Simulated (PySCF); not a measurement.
Telling isomers of C$_{6}$H$_{9}$ClO$_{2}$Si apart by NMR

[PySCF: σ from GIAO-PBE0/pcSseg-1; structure optimised with GFN2-xTB; a single conformation; fast rotation and ring inversion assumed for equivalent nuclei; non-relativistic Hamiltonian; no solvent model]

Shifts are taken against calculated references (same method and geometry level): TMS for 1H (31.72 ppm) and 13C (186.93 ppm). Where no couplings were computed, multiplicities follow the n + 1 count of equivalent neighbours, and m marks all less simple cases (inequivalent or close neighbours, rings, F or P nearby). Shifts are as computed. Against solution values, carbons near 30 ppm lie about +3 ppm off and those near 130 ppm about +5 ppm; carbons on Cl a further +6 ppm. Of 1309 compounds with measured shifts, 239 miss one by over three times the rms of a fit or turn the order of signals round; such compounds aren't used in these exercises. Carbons bonded to Cl come out too deshielded.

(1) Tabulate the signals of `O=CO[C@@H]1C=CCC[Si@H]1Cl`, `CO[SiH2]C(=O)C#CCCCl`, `CC(C)=C(C=O)C(=O)[SiH2]Cl` and their relative energies.

(2) What is the quickest way to tell CO[SiH2]C(=O)C#CCCCl from CC(C)=C(C=O)C(=O)[SiH2]Cl?

(3) What is the quickest way to tell O=CO[C@@H]1C=CCC[Si@H]1Cl from CC(C)=C(C=O)C(=O)[SiH2]Cl?

(4) What is the quickest way to tell O=CO[C@@H]1C=CCC[Si@H]1Cl from CO[SiH2]C(=O)C#CCCCl?

Answers

(1) 
| SMILES | carbon types | δC | δH | E rel. (kcal/mol) |
| --- | --- | --- | --- | --- |
| O=CO[C@@H]1C=CCC[Si@H]1Cl | 4×CH 2×CH2 | 168.5, 138.9, 133.2, 70.8, 30.1, 20.9 | 8.05 (s, 1H), 5.96 (m, 1H), 5.88 (m, 1H), 5.69 (m, 1H), 4.70 (m, 1H), 2.60 (m, 1H), 2.43 (m, 1H), 1.06 (m, 1H), 0.99 (m, 1H) | 0.0 |
| CO[SiH2]C(=O)C#CCCCl | 3×C 2×CH2 1×CH3 | 231.2, 110.4, 87.7, 53.6, 47.9, 26.7 | 4.84 (s, 2H), 4.08 (s, 3H), 3.64 (t, 2H), 2.94 (t, 2H) | 66.8 |
| CC(C)=C(C=O)C(=O)[SiH2]Cl | 3×C 1×CH 2×CH3 | 234.5, 197.1, 182.5, 141.8, 27.2, 24.5 | 10.24 (s, 1H), 5.16 (s, 2H), 2.58 (s, 3H), 2.38 (s, 3H) | 23.1 |

Energies are electronic energies at PBE0/pcSseg-1 on these geometries, without zero-point or thermal terms, each for the one conformer computed, which needn't be the lowest.

(2) Both give the same number of carbon signals, but DEPT or the intensities differ. The first has an sp3 CH2 bonded to Cl at 47.9 ppm, the second an aldehyde carbonyl carbon (CH) at 197.1 ppm. Their most deshielded carbons lie at 231.2 and 234.5 ppm. In the proton spectra the most deshielded non-exchanging signals are 4.84 (s, 2H) and 10.24 (s, 1H).

(3) Both give the same number of carbon signals, but DEPT or the intensities differ. The first has an alkene CH at 133.2 ppm, the second a carbonyl carbon (C) at 234.5 ppm. Their most deshielded carbons lie at 168.5 and 234.5 ppm. In the proton spectra the most deshielded non-exchanging signals are 8.05 (s, 1H) and 10.24 (s, 1H).

(4) Both give the same number of carbon signals, but DEPT or the intensities differ. The first has an ester carbonyl carbon (CH) at 168.5 ppm, the second a carbonyl carbon (C) at 231.2 ppm. In the proton spectra the most deshielded non-exchanging signals are 8.05 (s, 1H) and 4.84 (s, 2H).
